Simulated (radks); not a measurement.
The numbers below are computed, except where a source is named.
Species: Sm I. Configuration: [Xe] 4f6 6s2. Code: a radial shooting solver on a logarithmic mesh with Libxc functionals. Model: scalar-relativistic Kohn-Sham, PBE, spin-unpolarised, spherical densities, finite nucleus; Fermi nuclear charge, rms radius 5.0819 fm; hard spherical wall at 7 bohr.

Local quantities along the radius. ELF = 1/(1 + alpha^2) is the electron localisation function; alpha = (tau - tau_W)/tau_unif compares the Pauli kinetic energy density with that of the uniform gas; 4 pi r^2 rho is in e/bohr; -r V(r) is the screened charge that the Kohn-Sham potential presents (atomic units). tau is taken from the large components.

r (bohr)	ELF	alpha	4 pi r^2 rho	-r V(r)
0.001248	0.999	0.02430	5.214	61.62
0.001665	0.999	0.02546	8.275	61.47
0.00222	0.999	0.02763	12.91	61.27
0.002961	0.999	0.03130	19.67	61.00
0.00395	0.999	0.03739	29.06	60.66
0.005268	0.998	0.04776	41.22	60.20
0.007026	0.996	0.06636	55.41	59.59
0.009371	0.990	0.1025	69.42	58.81
0.0125	0.969	0.1797	79.58	57.81
0.01667	0.886	0.3596	82.23	56.55
0.02224	0.629	0.7679	77.45	54.96
0.02966	0.356	1.344	72.60	52.99
0.03955	0.375	1.292	78.99	50.61
0.05276	0.624	0.7761	97.59	47.80
0.07036	0.746	0.5841	109.1	44.47
0.0931	0.588	0.8373	97.08	40.73
0.1242	0.338	1.400	81.33	36.42
0.1656	0.538	0.9261	90.07	31.87
0.2209	0.748	0.5797	91.76	27.14
0.2946	0.490	1.021	57.62	22.39
0.3929	0.240	1.779	37.93	17.73
0.5241	0.682	0.6833	45.18	13.51
0.699	0.661	0.7158	35.33	9.661
0.9323	0.337	1.402	17.84	6.620
1.243	0.419	1.177	11.05	4.476
1.658	0.613	0.7954	7.043	2.959
2.212	0.334	1.414	3.025	1.863
2.95	0.145	2.433	1.279	1.183
3.935	0.595	0.8256	0.8072	0.9281
5.248	0.905	0.3239	0.2981	0.5694

On this mesh the ELF has minima near r = 0.034, 0.12, 0.39, 1.1, 3.0 bohr, which separate the shells, and maxima near 0.070 (0.75), 0.22 (0.75), 0.61 (0.73), 1.7 (0.61), 5.2 (0.91).
